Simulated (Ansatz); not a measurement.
Problem. Name a neutral molecule of B, C, Ga, O, Si and H with HOMO energy (ωB97M-V/def2-TZVPP) between -9.60 and -9.30 eV and vertical ionisation energy (CCSD(T)/def2-TZVPP) between 9.05 and 9.35 eV (Ansatz, PBE0-D4/def2-TZVP geometry).

Solution. `B/C=C\O[SiH2][GaH2]` (-9.42 eV, 9.29 eV). Other molecules can fit too; these were computed, each in one conformer that needn't be the lowest.
